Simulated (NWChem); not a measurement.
NiClF, triplet; SMILES [Ni]([Cl])[F]

Program: NWChem. Spin-unrestricted. Medium grid unless said otherwise, to which SCAN and Minnesota functionals are sensitive. Geometry: optimised at PBE0/def2-SVP, spin-unrestricted. The spin multiplicity was typed, not searched, and may not be the lowest. No stability test was run on the SCF state. Total energies of different functionals are on different scales.

```json
[
 {"level": "B3LYP/def2-SVP", "energy (Ha)": "-2068.0458", "highest occupied level (eV)": "-8.87", "lowest empty minus highest occupied level, either spin (eV)": "4.37", "dipole (D)": "0.42", "<S²>": "2.00"},
 {"level": "PBE/def2-SVP", "energy (Ha)": "-2067.4696", "highest occupied level (eV)": "-6.43", "lowest empty minus highest occupied level, either spin (eV)": "0.74", "dipole (D)": "0.46", "<S²>": "2.00"},
 {"level": "TPSS/def2-SVP", "energy (Ha)": "-2068.0621", "highest occupied level (eV)": "-6.69", "lowest empty minus highest occupied level, either spin (eV)": "1.12", "dipole (D)": "0.31", "<S²>": "2.00"},
 {"level": "MN15/def2-SVP", "energy (Ha)": "-2067.9431", "highest occupied level (eV)": "___", "lowest empty minus highest occupied level, either spin (eV)": "___", "dipole (D)": "0.35", "<S²>": "2.02"},
 {"level": "TPSSh/def2-SVP", "energy (Ha)": "-2068.0174", "highest occupied level (eV)": "-8.09", "lowest empty minus highest occupied level, either spin (eV)": "3.11", "dipole (D)": "0.25", "<S²>": "2.00"},
 {"level": "PW91/def2-SVP", "energy (Ha)": "-2068.0909", "highest occupied level (eV)": "-6.52", "lowest empty minus highest occupied level, either spin (eV)": "0.76", "dipole (D)": "0.49", "<S²>": "2.00"},
 {"level": "LC-BLYP (range parameter 0.33 per bohr)/def2-SVP", "energy (Ha)": "-2067.3598", "highest occupied level (eV)": "-11.39", "lowest empty minus highest occupied level, either spin (eV)": "8.94", "dipole (D)": "0.26", "<S²>": "2.00"},
 {"level": "M06-2X/def2-SVP", "energy (Ha)": "-2067.9020", "highest occupied level (eV)": "-10.53", "lowest empty minus highest occupied level, either spin (eV)": "8.75", "dipole (D)": "0.21", "<S²>": "2.01"}
]
```

Question: What belongs in the gaps?

Answer: 
- MN15/def2-SVP, highest occupied level (eV): -9.69
- MN15/def2-SVP, lowest empty minus highest occupied level, either spin (eV): 5.60
